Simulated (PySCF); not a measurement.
# Computed properties of C3H9FSi2, SMILES F[SiH2]C1([SiH3])CC1

C3H9FSi2, SMILES [SiH3]C1(CC1)[SiH2]F. Geometry optimised at ωB97X-D3(BJ)/def2-SVP. This is a generated structure with no PubChem entry under its InChIKey; it may be hypothetical. Other conformers were not sampled. All values are computed for the isolated molecule unless a solvent is named; none is compared with measurement here.

**Structure.** All 39 harmonic modes at ωB97X-D3(BJ)/def2-SVP (PySCF) are real, so it is a minimum. With heavy atoms numbered as in [F:1][SiH2:2][C:3]1([SiH3:4])[CH2:5][CH2:6]1, the shortest bond between them is C5–C6 at 1.492 Å and the longest C3–Si4 at 1.869 Å.

**Vibrations.** The strongest infrared lines (harmonic, unscaled, degenerate partners summed) lie at 920 cm⁻¹ (225 km/mol, H 54 %, C 30 %, Si 12 %), 1000 cm⁻¹ (194 km/mol, C 51 %, H 41 %), 972 cm⁻¹ (158 km/mol, H 84 %, C 9 %). The softest mode is at 41 cm⁻¹ and the zero-point energy is 68.0 kcal/mol.

**Electronic structure.** B3LYP/def2-TZVP (PySCF) places the frontier levels at -8.32 and -0.10 eV, a gap of 8.22 eV, and gives a dipole moment of 2.15 D and a mean polarisability of 83.9 bohr³. PBE/def2-TZVP (PySCF) at the same geometry gives -7.25 and -0.76 eV, so its gap is 1.73 eV narrower. An orbital gap is neither the optical nor the fundamental gap.

**Excitations.** TDA-B3LYP/def2-SVPD (PySCF) has S1 at 7.19 eV (172 nm, f = 0.015, weak); the most intense of the 6 singlets computed lies at 7.56 eV (f = 0.02). T1 (TDA) is at 6.91 eV, 0.28 eV under S1. TDA-PBE/def2-SVPD (PySCF) puts S1 at 6.62 eV. No vertical singlet excitation falls in the visible range (under 3.1 eV).

**NMR.** GIAO shifts at HF/pcSseg-1 (PySCF) (non-relativistic, atoms alike by connectivity averaged): ¹³C from -20.6 to 5.8 ppm against TMS; ¹H from 0.8 to 4.4 ppm against TMS; ²⁹Si from -45.2 to 4.3 ppm against TMS; ¹⁹F at -165.9 ppm against CFCl3.

**Solvation.** SMD-M06-2X/def2-SVP (PySCF) gives 1.4 kcal/mol in water, -2.0 kcal/mol in dimethylsulfoxide, -3.4 kcal/mol in methanol (1 M in both phases, gas-phase geometry); of these solvents methanol holds the molecule best.
